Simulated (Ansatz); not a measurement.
`[OH][Al]([OH])[O][SiH3]` and `OB(O)O[SiH3]` differ in one element.

Ansatz, PBE0-D4/def2-TZVP geometries, multiplicity 1. Each molecule was computed in one conformer, which needn't be the lowest.

```json
{"property": "HOMO–LUMO gap (B3LYP/def2-TZVPP) / eV", "`[OH][Al]([OH])[O][SiH3]`": "7.55"}
{"property": "LUMO energy (ωB97M-V/def2-TZVPP) / eV", "`[OH][Al]([OH])[O][SiH3]`": "0.90"}
{"property": "LUMO energy (B3LYP/def2-TZVPP) / eV", "`[OH][Al]([OH])[O][SiH3]`": "-0.98"}
{"property": "LUMO energy (PBE0/def2-TZVPP) / eV", "`[OH][Al]([OH])[O][SiH3]`": "-0.66"}
{"property": "LUMO energy (PBE/def2-TZVPP) / eV", "`[OH][Al]([OH])[O][SiH3]`": "-1.53"}
{"property": "HOMO–LUMO gap (PBE0/def2-TZVPP) / eV", "`[OH][Al]([OH])[O][SiH3]`": "8.07"}
```

Give the same properties after the change, and the shifts. (Best estimate.)

Computed: 
```tsv
property	`OB(O)O[SiH3]`	shift
HOMO–LUMO gap (B3LYP/def2-TZVPP) / eV	8.59	1.04
LUMO energy (ωB97M-V/def2-TZVPP) / eV	1.65	0.75
LUMO energy (B3LYP/def2-TZVPP) / eV	-0.14	0.84
LUMO energy (PBE0/def2-TZVPP) / eV	0.15	0.81
LUMO energy (PBE/def2-TZVPP) / eV	-0.70	0.83
HOMO–LUMO gap (PBE0/def2-TZVPP) / eV	9.09	1.02
```

With PBE0 the HOMO falls by 0.21 eV and the LUMO rises by 0.81 eV, so the gap widens by about 1.02 eV. PBE moves the HOMO by -0.18 eV and ωB97M-V by -0.21 eV.

B3LYP here is the variant with VWN-RPA as its local correlation; programs differ in this.
